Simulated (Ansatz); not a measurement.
`C[SiH2][GeH3]` → `C[SiH3]` + `[GeH2]` at 400 K and 1 bar (germylene loss).

Isolated molecules relaxed with PBE0-D4/def2-TZVP in Ansatz; ΔE leaves out vibrations. CCSD(T)/CBS is the MP2 limit (def2-TZVPP, def2-QZVPP) plus CCSD(T) − MP2 in def2-TZVPP, frozen cores. This one scheme is used for every species. For Ge outer-core shells are correlated without core-valence functions, which leaves a few kJ/mol of doubt a bond. Scalar relativity is left out up to krypton.

| species | CCSD(T)/CBS energy (Eh) | H − E (kJ/mol) | S (J/(mol·K)) |
| --- | --- | --- | --- |
| `C[SiH2][GeH3]` | -2408.05773 | 234.1 | 375.6 |
| `C[SiH3]` | -330.73916 | 180.9 | 277.1 |
| `[GeH2]` | -2077.24753 | 42.4 | 231.0 |

H − E and S are ideal-gas, rigid-rotor, harmonic terms from PBE0-D4/def2-TZVP. 1 Eh = 2625.50 kJ/mol, R = 8.31446 J/(mol·K).

Q: By hand: ΔE, ΔH, ΔS and ΔG.

A: ΔE = (-330.73916) + (-2077.24753) − (-2408.05773) = 0.07104 Eh = 186.5 kJ/mol. Δ(H − E) = 180.9 + 42.4 − 234.1 = -10.8, so ΔH = 175.7 kJ/mol. ΔS = 277.1 + 231.0 − 375.6 = 132.5 J/(mol·K). ΔG = 175.7 − 400 × (132.5)/1000 = 122.7 kJ/mol.

Q: By hand: the equilibrium constant, and the temperature at which ΔG would vanish if ΔH and ΔS stayed fixed.

A: log₁₀ K = −ΔG/(RT ln 10) = -16.0. ΔG = 0 at ΔH/ΔS = 1326 K.

The number of gas molecules changes by +1, which sets the sign of ΔS. A doubt of 5 kJ/mol in ΔE shifts log₁₀ K by 0.7 here. These are equilibria of isolated gas molecules and say nothing of rates. Largest T1 diagnostic: 0.012 (customary marks: 0.02 for closed shells, 0.045 for open ones).
